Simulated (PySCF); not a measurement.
**Spin–spin couplings to the heavy atom in `[NH3+][InH2-][F]`, FH$_{5}$InN**

Geometry (Å), atoms numbered from 1 in this order:
```xyz
8

N     1.112    0.102    0.041
In   -1.172   -0.460   -0.075
F    -1.173    1.555    0.047
H     1.667   -0.156    0.855
H     1.684   -0.013   -0.795
H     0.836    1.089    0.119
H    -1.507   -1.164    1.462
H    -1.391   -0.972   -1.706
```

Method: indirect couplings at PBE0/pcJ-1 (dyall-v2z on In), gas phase, finite nuclei, structure from PBE0-D3(BJ)/def2-SVP; PySCF 2.14 with density-fitted X2C routines.

Non-relativistic values:
| coupling | atoms | J (Hz) |
| --- | --- | --- |
| 1J(115In,15N) | In2 – N1 | 34.3 |
| 1J(115In,19F) | In2 – F3 | -969.1 |
| 1J(115In,1H) | In2 – H7/H8 | 1308.2 |
| 2J(115In,1H) | In2 – H4/H5/H6 | -4.5 |

Q: What do two-component X2C with spin–orbit coupling give?

A: 
| coupling | atoms | with spin–orbit (Hz) |
| --- | --- | --- |
| 1J(115In,15N) | In2 – N1 | 58.1 |
| 1J(115In,19F) | In2 – F3 | -1311.7 |
| 1J(115In,1H) | In2 – H7/H8 | 1819.8 |
| 2J(115In,1H) | In2 – H4/H5/H6 | -4.5 |

The largest listed coupling, 1J(115In,1H), ends at 1.39 times its non-relativistic value. Equivalent partners are averaged, as under fast rotation. In the static structure 2J(115In,1H) spreads over -3.2, -3.4, -6.8 Hz. Couplings to strongly quadrupolar nuclei (115In) are seldom resolved in solution.
